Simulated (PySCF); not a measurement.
# Trend along the second period: MN molecules

CCSD(T) with double-zeta basis sets in PySCF, for the lowest determinant that a PBE0 search found; no spin–orbit coupling. De refers to high-spin ground-configuration atoms.

```json
{"M": "Be", "basis": "aug-pcseg-1", "reference, frozen orbitals": "UHF, 1", "state (unpaired electrons)": "quartet (σ ↑, π ↑↑)", "Re (Å)": "1.652", "ωe (cm⁻¹)": "829", "De (eV)": "1.02"}
{"M": "B", "basis": "x2c-SVPall", "reference, frozen orbitals": "ROHF, 2", "state (unpaired electrons)": "triplet (σ ↑, π ↑)", "Re (Å)": "1.335", "ωe (cm⁻¹)": "1532", "De (eV)": "4.10"}
{"M": "C", "basis": "def2-SVP", "reference, frozen orbitals": "ROHF, 2", "state (unpaired electrons)": "doublet (σ ↑)", "Re (Å)": "1.186", "ωe (cm⁻¹)": "2089", "De (eV)": "7.28"}
{"M": "N", "basis": "def2-SVP", "reference, frozen orbitals": "RHF, 2", "state (unpaired electrons)": "singlet (closed shell)", "Re (Å)": "1.112", "ωe (cm⁻¹)": "2397", "De (eV)": "9.05"}
{"M": "O", "basis": "6-31G(d,p)", "reference, frozen orbitals": "ROHF, 2", "state (unpaired electrons)": "doublet (π ↑)", "Re (Å)": "1.173", "ωe (cm⁻¹)": "1896", "De (eV)": "5.67"}
```

(1) By what factor does the well depth vary along the series?

The rows differ in basis set, which adds steps of its own.

The state changes along the series, so neighbouring rows are not always alike in their bonding.

Correlated steps freeze the inner cores (1 to 2 orbitals); shallow outer-core shells are correlated. UHF and ROHF references stand side by side, which adds small steps between rows. Correlated levels converge slowly with the basis: in double zeta they bind strong bonds too weakly, by up to about 1 eV, and carry superposition errors of some tenths. Where the molecule has an RHF reference, its open-shell atoms are computed with UHF. The CCSD T1 diagnostic is raised in CN, a sign that a single reference may not be enough there. States were picked by a PBE0 search and need not be the measured ground states.

## Answers

(1) At CCSD(T) it runs from 1.02 eV (BeN) to 9.05 eV (N2), a factor of 8.87.
